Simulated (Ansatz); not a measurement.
The first iterations of a band of BFH4OSi (8 atoms, charge 0, multiplicity 1).

Computed with Ansatz, RKS PBE0-D4/6-31G*.

* movable images: 7
* climbing image: yes
* spring: 5.0 eV/Å²
* optimiser: quadratic models (default)
* start path: through a guess of the saddle point
* force threshold: 0.03 eV/Å
* iteration limit: 60
* end points: relaxed

First end point:

```xyz
8
Properties=species:S:1:pos:R:3
B -1.299 0.302 0.265
Si 0.578 -0.438 0.214
O 1.583 0.597 -0.598
F 0.489 -1.869 -0.536
H -1.956 0.362 1.264
H -1.805 0.719 -0.740
H 1.254 -0.657 1.516
H 1.248 0.927 -1.440
```

Last end point:

```xyz
8
Properties=species:S:1:pos:R:3
B -1.391 0.237 0.110
Si 0.117 -0.903 0.681
O 1.494 0.143 -0.421
F 0.329 -2.275 -0.178
H -2.532 -0.058 0.339
H -1.185 1.427 -0.014
H 2.225 0.427 0.148
H 1.035 0.944 -0.721
```

| iteration | highest image above the first end (eV) | largest band force component (eV/Å) |
| --- | --- | --- |
| 1 | 5.043 | 11.304 |
| 2 | 3.979 | 3.932 |
| 3 | 3.645 | 2.231 |
| 4 | 3.474 | 1.657 |
| 5 | 3.215 | 1.610 |
| 6 | 2.907 | 0.890 |

Task: Does the band converge within its limit, and where does its top end?

Result: It converged. It ended after 19 iterations with the highest image 3.362 eV above the first end. Neighbouring images differ by up to 2.0 eV, so the band resolves the path poorly. A vibrational analysis at the climbing image gives one clearly imaginary mode, 1522i cm⁻¹: a first-order saddle point. The orbitals stay closed-shell, which can raise the energy where a bond breaks towards radicals; this wasn't checked here.

The run took 4 min on 1 thread of Intel(R) Xeon(R) Platinum 8488C (Sapphire Rapids), on a shared host, peak memory 0.15 GiB.
